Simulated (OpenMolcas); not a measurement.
A calculation on Cu²⁺.

```json
{
 "Program": "OpenMolcas",
 "Method": "MS-CASPT2, IPEA 0.25 Eh, imaginary shift 0.1 Eh (closed shells correlated: 3s 3p)",
 "Basis": "ANO-RCC-VTZP [6s5p3d2f1g]",
 "Scalar Hamiltonian": "DKH2, point nucleus",
 "Active space": "9 electrons in 6 orbitals (3d 4s)",
 "State averaging": "2S+1 = 2 even, 29 roots; 2S+1 = 4 even, 10 roots kept (CI in the orbitals of an earlier block)",
 "Spin-orbit coupling": "RASSI with atomic mean-field integrals over the reference wave functions, term energies averaged over their components"
}
```

Task: Which level of the active space comes out lowest?

Result: 3d9 2D 5/2, with 100 % of that term; it is also the measured ground level.

Task: How high does 3d8 4s 4F 3/2 lie?

Result: 66170 cm-1 above the lowest level; measured 63887 cm-1 above the ground level, so the calculation is off by +4 %.

Task: How high does 3d8 4s 4F 9/2 lie?

Result: 63210 cm-1 above the lowest level; measured 60805 cm-1 above the ground level, so the calculation is off by +4 %.

Task: How high does 3d9 2D 3/2 lie?

Result: 2190 cm-1 above the lowest level; measured 2072 cm-1 above the ground level, so the calculation is off by +5 %.

Task: The level at 68430 cm-1 has J = 7/2. What is it made of, and what is its g factor?

Result: 96 % 3d8 4s 2F 7/2, 4 % 3d8 4s 4F; g = 1.147, against 1.143 from Landé's formula for the pure leading term.

Measured values: Sugar and Musgrove, J. Phys. Chem. Ref. Data 19, 527 (1990).

Term energies are means over components that CASPT2 splits; among the terms shown or strongly mixed into the levels shown the widest spread is 1200 cm-1 (3d8 4s 4F). Terms from blocks run as CI alone lack orbitals of their own. A single d shell beside an s shell can misplace configurations of different d count against each other. Measured partners are found by configuration, term and J. A level has none where our copy of the source lacks it or the pairing is in doubt (some pairs that miss far off the trend of their configuration count as doubtful), and it then counts in no deviation. Only configurations of the active space appear.
